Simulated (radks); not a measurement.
Question: Mo11+, configuration [Ar] 3d10 4s2 7s1 (not the ground configuration). Method: scalar-relativistic Kohn-Sham, PBE, spin-polarised, spherical densities, point nucleus; open shells are filled with parallel spins first (spin-orbit coupling, left out, can overturn this in heavy ions); computed with a radial shooting solver on a logarithmic mesh with Libxc functionals. Some entries of the table are withheld. Estimate them.

| orbital | occ. | eigenvalue (Ry) | <1/r> (bohr^-1) | r(max) (bohr) |
|---|---|---|---|---|
| 1s up | 1 | -1474.837 | 43.55 | 0.02287 |
| 1s down | 1 | -1474.835 | 43.55 | 0.02287 |
| 2s up | 1 | -223.2682 | 9.811 | 0.1295 |
| 2s down | 1 | -223.2667 | 9.811 | 0.1295 |
| 2p up | 3 | -201.5084 | 9.539 | 0.1035 |
| 2p down | 3 | -201.5069 | 9.539 | 0.1035 |
| 3s up | 1 | -51.88872 | 3.389 | 0.3824 |
| 3s down | 1 | -51.88594 | 3.389 | 0.3824 |
| 3p up | 3 | -44.73314 | (1) | 0.3755 |
| 3p down | 3 | -44.73023 | (2) | 0.3755 |
| 3d up | 5 | -33.12462 | 3.009 | (3) |
| 3d down | 5 | -33.12170 | 3.009 | (4) |
| 4s up | 1 | -19.26709 | 1.420 | 0.9228 |
| 4s down | 1 | -19.25553 | 1.420 | 0.9226 |
| 7s up | 1 | -4.20737 | (5) | 4.557 |

Answer: 
(1) 3p up <1/r> (bohr^-1): 3.229
(2) 3p down <1/r> (bohr^-1): 3.230
(3) 3d up r(max) (bohr): 0.3200
(4) 3d down r(max) (bohr): 0.3200
(5) 7s up <1/r> (bohr^-1): 0.3373
